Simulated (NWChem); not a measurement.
C₂H₄O₃Si; SMILES C1O[Si](C=1)(O)O

```xyz
10

O      1.2483     1.3842     0.1780
Si    -0.0310     0.3487     0.1002
O     -1.3550     1.2873    -0.1148
C     -0.1984    -1.1883     1.0752
C      0.0075    -1.7911    -0.1166
O      0.2052    -0.8778    -1.1187
H      2.1278     0.9951     0.1929
H     -1.2033     2.1565    -0.4991
H     -0.3970    -1.6348     2.0454
H      0.0382    -2.8494    -0.4047
```
Atoms are numbered in this order, from 1.

Level: PBE0/def2-SVP (NWChem), optimised geometry, unscaled harmonic frequencies. 

Task: List the harmonic frequencies with IR intensities, and the thermochemistry.

Result: 
```
frequency (cm⁻¹)  IR intensity (km/mol)
----------------  ---------------------
154                                44.6
180                                 9.5
249                                52.4
308                                32.2
321                                25.3
345                               106.0
458                                70.9
575                                34.5
633                                23.8
734                                41.7
804                               165.3
812                               172.7
882                                22.8
951                               196.1
977                                 7.9
990                               162.8
1069                              143.3
1149                              130.2
1299                               22.2
1589                              100.3
3192                               11.9
3308                                2.8
3929                              132.7
3936                              117.4
```

```
Quantity                                                                            Value
-----------------------------------------------------------------------  ----------------
zero-point energy                                                           41.2 kcal/mol
thermal correction to the enthalpy at 298.15 K (with zero-point energy)     46.1 kcal/mol
heat capacity Cv                                                         24.3 cal/(mol K)
entropy at 298.15 K and 1 atm (symmetry number 1)                        80.0 cal/(mol K)
dipole moment                                                                      1.57 D
```

Rigid rotor and harmonic oscillator.
